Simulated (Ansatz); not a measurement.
A single point on CH₅InO₂ (`O[CH2][InH][OH]`).

```yaml
crystal:
  periodic: [false, false, false]
  atoms:
    - {symbol: O, position_ang: [0.932213, 1.390926, -0.422271]}
    - {symbol: C, position_ang: [0.052817, 1.139391, 0.641814]}
    - {symbol: In, position_ang: [-0.496954, -0.948973, 0.578436]}
    - {symbol: O, position_ang: [0.114427, -1.116949, -1.338526]}
    - {symbol: H, position_ang: [0.796306, 0.721106, -1.108901]}
    - {symbol: H, position_ang: [0.542105, 1.395570, 1.584556]}
    - {symbol: H, position_ang: [-0.863273, 1.742037, 0.572830]}
    - {symbol: H, position_ang: [-1.147453, -2.361577, 1.278095]}
    - {symbol: H, position_ang: [0.069811, -1.961530, -1.786033]}
basis:
  gaussian: {orbitals: def2-TZVPP}
hamiltonian: {xc: pbe}
correlation: {method: rpa}
```

```sh
$ ansatz run in.yaml --threads 4 --pin off --events-out ev --progress --plain --max-ram 10444MiB
```

Output, abridged:

```
Functional definition: PBE
1470 factors; integrals over basis functions are off by at most 1.0e-3 eV
mean field evaluation 1: about -10365.2874 eV, gradient 9.5e1 eV
mean field evaluation 2: about -10365.2833 eV, gradient 9.5e1 eV
mean field evaluation 4: about -10377.1561 eV, gradient 4.6e1 eV
mean field evaluation 8: about -10382.6535 eV, gradient 8.4e-1 eV
mean field evaluation 16: about -10382.6539 eV, gradient 1.5e-3 eV
mean field -10382.65394690 eV, -381.5554949331 hartree, gradient 1.6e-6 eV, S^2 0.000000; 2 other end points of the search recorded, 0 dependent functions left out
7 core orbitals not correlated: weight in the atoms' cores, before any rotation towards them, 1.000 or more for the frozen orbitals, at most 0.000 for the correlated occupied ones
reference -10332.45033143 eV, -379.7105460937 hartree; 17, 17 occupied and 189, 189 virtual orbitals, 1470 factors
Total energy: -10372.16616507 eV, -381.1700760595 hartree
```

It took 6 s on 4 threads of an Arm Neoverse V1 on a shared host, with 0.53 GiB of host memory at the peak.
